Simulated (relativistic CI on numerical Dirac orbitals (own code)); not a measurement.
**What each ingredient does to the levels of Ba²⁷⁺**

Base calculation: Dirac-Coulomb-Breit CI, orbitals from a KLI potential per configuration, model QED (radiative potential, 1s self-energy scaled to tabulated hydrogen-like ionisation energies), unscaled Slater integrals.

Configurations in the expansion (outside the closed core [Ar]): 3d10 4s, 3d10 4p, 3d10 4d, 3d10 4f, 3d10 5s, 3d10 5p, 3d10 5d, 3d10 5f, 3d10 5g, 3d9 4p2, 3d10 6s, 3d10 6p, 3d10 6d, 3d8 4s 4p2, 3d9 4s2, 3d10 6f. Levels of other configurations are missing.

Variants: (1) P86 correlation estimate; (2) Breit term removed. Shifts of the energy above 3d10 4s 2S_1/2, in eV, for the lowest level and the first level of each name with at least 55 % of one term (blank where a level changes its place among those of its configuration and J or its character, or is not in the variant):

```csv
Level,Base,Δ(1),Δ(2)
3d10 4s 2S_1/2,0.000,0.000,0.000
3d10 4p 2P°_1/2,57.181,+0.080,-0.303
3d10 4p 2P°_3/2,79.544,+0.080,-0.009
3d10 4d 2D_3/2,171.891,+0.130,+0.199
3d10 4d 2D_5/2,176.375,+0.130,+0.340
3d10 4f 2F°_5/2,274.866,-0.199,+0.447
3d10 4f 2F°_7/2,275.553,-0.199,+0.526
3d10 5s 2S_1/2,403.873,-0.284,+0.298
3d10 5p 2P°_1/2,430.731,-0.251,+0.155
3d10 5p 2P°_3/2,440.867,-0.251,+0.286
3d10 5d 2D_3/2,483.655,-0.252,+0.374
3d10 5d 2D_5/2,485.766,-0.252,+0.445
3d10 5f 2F°_5/2,528.787,-0.434,+0.490
3d10 5f 2F°_7/2,529.236,-0.434,+0.528
```

At this charge energies of transitions that change n are usually good to better than 1 %, and those within a shell (Δn = 0) to a few per cent.

Ionisation energy from the two ground configurations alone: base 975.054 eV; P86 correlation estimate 975.307 eV; Breit term removed 975.592 eV. The NIST ASD value (semi-empirical) is 976.62 eV.

LS names give the leading component of a level, which can be under half, so a name can repeat, a term be missing and a line seem to break the LS rules.
